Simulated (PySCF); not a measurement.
# EPR parameters of C8H9

C8H9 (doublet state).
Cartesian coordinates in Å at the GFN2-xTB level; atoms count from 1:
```xyz
17
C8H9 angstrom
C      2.9721    0.3067    0.2213
C      1.6056    0.1681    0.1213
C      0.8447    0.9176   -0.8202
C     -0.5139    0.7711   -0.9109
C     -1.2072   -0.1163   -0.0814
C     -2.6879   -0.2805   -0.2064
C     -0.4766   -0.8601    0.8500
C      0.8828   -0.7307    0.9556
H      3.5399   -0.2645    0.9334
H      3.5109    0.9885   -0.4115
H      1.3634    1.6116   -1.4659
H     -1.0693    1.3517   -1.6347
H     -3.1223   -0.6239    0.7297
H     -3.1601    0.6563   -0.4957
H     -2.9191   -1.0205   -0.9749
H     -1.0003   -1.5495    1.4983
H      1.4303   -1.3136    1.6820
```

The hyperfine couplings belong to this conformer and change with its torsions.

As a line formula: `[CH2]c1ccc(C)cc1` [radical].

Theory: UKS B3LYP, pcH-1 on C H, non-relativistic, mean-field spin-orbit, GIAO in PySCF 2.14.0. Geometry: GFN2-xTB; no solvent, vibrations or thermal averaging. GFN2-xTB frequencies show an imaginary mode (36i cm⁻¹), so this geometry is no minimum at that level. A GFN2-xTB geometry isn't a minimum of the functional, and hyperfine couplings can be far from their values at a DFT geometry. Stability of the SCF solution: not tested. ⟨S²⟩ is 0.781 where a pure state has 0.75.

- g1, g2, g3: 2.00217, 2.00277, 2.00285
- g_iso: 2.00260
- Form of g: close to axial: the two nearest values differ by 12 % of g3 − g1
- ⟨S²⟩: 0.7815 (exact 0.7500)
- α and β electrons: 29, 28
- HOMO–LUMO gap, α and β orbitals: 4.58, 4.69 eV

Hyperfine couplings atom by atom, in MHz; T1 to T3 are the principal values of the dipolar part; ρ(0) is the spin density at the nucleus:

```
atom  isotope  a_iso     T1     T2     T3  Mulliken spin population  ρ(0) (bohr⁻³)
  C1      13C   58.5  -56.8  -55.7  112.5                      0.74         0.0520
  C2      13C  -41.3  -20.9    8.3   12.6                     -0.20        -0.0368
  C3      13C   24.2  -19.1  -18.8   37.9                      0.25         0.0215
  C4      13C  -22.2  -16.2    7.2    9.0                     -0.14        -0.0198
  C5      13C   28.3  -24.3  -22.8   47.1                      0.30         0.0252
  C6      13C  -10.4   -0.8    0.3    0.4                     -0.02        -0.0093
  C7      13C  -22.3  -16.2    7.2    9.0                     -0.14        -0.0199
  C8      13C   24.4  -19.4  -19.1   38.5                      0.25         0.0217
  H9       1H  -44.6  -26.3   -0.8   27.1                     -0.03        -0.0100
 H10       1H  -44.6  -26.4   -0.8   27.1                     -0.03        -0.0100
 H11       1H  -16.1   -6.4   -2.2    8.6                     -0.01        -0.0036
 H12       1H    6.7   -2.4   -1.1    3.5                      0.00         0.0015
 H13       1H    9.2   -1.4   -1.3    2.7                      0.00         0.0021
 H14       1H   13.7   -1.4   -1.3    2.7                      0.01         0.0031
 H15       1H   44.3   -1.9   -1.0    2.8                      0.02         0.0099
 H16       1H    6.7   -2.5   -1.0    3.5                      0.00         0.0015
 H17       1H  -16.3   -6.5   -2.2    8.7                     -0.01        -0.0036
```

Largest spin populations (Mulliken): C1 (+0.74), C5 (+0.30), C8 (+0.25) and C3 (+0.25). Four atoms exceed +0.15. The positive populations add up to 1.58 and the negative ones to -0.58, together 2S = 1. The angles at C1 add up to 360.0°, so it is planar; its axial dipolar tensor and the negative couplings of its protons fit spin in a p orbital normal to that plane.

Axes: g2 points within 1° of the C1–C2 bond.

Under fast tumbling the dipolar parts average out, and these isotropic splittings remain: 2 × 1H (H9/H10, I = 1/2, 3 lines) with 1.59 mT, 3 × 1H (H13/H14/H15, I = 1/2, 4 lines) with 0.80 mT, 1 × 1H (H17, I = 1/2, 2 lines) with 0.58 mT, 1 × 1H (H11, I = 1/2, 2 lines) with 0.57 mT, 1 × 1H (H12, I = 1/2, 2 lines) with 0.24 mT and 1 × 1H (H16, I = 1/2, 2 lines) with 0.24 mT.

Class means assume fast exchange of nuclei equivalent by connectivity; if that motion is slow, each nucleus keeps its own coupling. C3 and C8, with what hangs on them, aren't averaged: C2 is flat or nearly so (angle sum 360°), and its turn about the short C2–C1 bond (1.38 Å) is taken as slow. The three 1H nuclei of mean +22.4 MHz run from 9.2 to 44.3 MHz in the frozen geometry.

The 13C coupling of C1 (58.5 MHz) shows only in satellite lines or after enrichment, since that isotope makes up about 1.07 % of natural carbon.

The run took 75 s of wall time (grids of density and orbitals included) on one thread of an Arm Neoverse V1, no GPU, shared host with 64 logical CPUs at a one-minute load of 19, and the process peaked at 1.0 GiB of memory.
